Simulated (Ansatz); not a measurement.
Gas-phase electronic energies from Ansatz, PBE0-D4/def2-TZVP geometries. CCSD(T)/CBS adds triple-zeta CCSD(T) − MP2 to the extrapolated MP2 energy (def2 sets, frozen cores). This one scheme is used for every species, atoms too. For atomizations the MP2-based limit and the directly extrapolated one differ by several kJ/mol either way, and by 10 to 25 for some Ge, Se and Sn compounds, so smaller differences from it don't rank the levels. DFT in def2-TZVPP. B3LYP here is the variant with VWN-RPA as its local correlation; programs differ in this. Open shells (•) are unrestricted, without spin–orbit coupling. Spin–orbit coupling would lower the free atoms: a little for C, O; strongly for Sn. def2 core potentials past Kr. Bonds to Sn are less sure, by a few kJ/mol each and by 10 to 20 or more in all where they break to atoms, as the def2 sets lack core-valence functions. One conformer a species, not always the lowest.

Reaction (atomization): `[CH3][Sn]([CH3])([OH])[OH]` → 2 C• + 8 H• + 2 O• + Sn•

```json
{"level": "B3LYP-D4", "ΔE (kJ/mol)": "4635.7"}
{"level": "ωB97M-V", "ΔE (kJ/mol)": "4658.5"}
```

Task: What does CCSD(T)/CBS give? (An estimate is asked.)

Result: The calculation gave: +4698.5 kJ/mol. The listed levels differ from it by -62.8, -40.0 kJ/mol.

Largest T1 diagnostic among the species: 0.012.

From r2SCAN to r2SCAN0 (25 % exact exchange), in def2-TZVPP and without D4, ΔE moves by −84.7 kJ/mol: exact exchange takes away binding that semilocal exchange gives to molecules. At CCSD(T), def2-SVP lies −346.9 kJ/mol from the extrapolated value and def2-TZVPP −135.5 kJ/mol: correlation converges slowly with the basis, and small sets miss more of it in the bonded molecule than in its fragments.
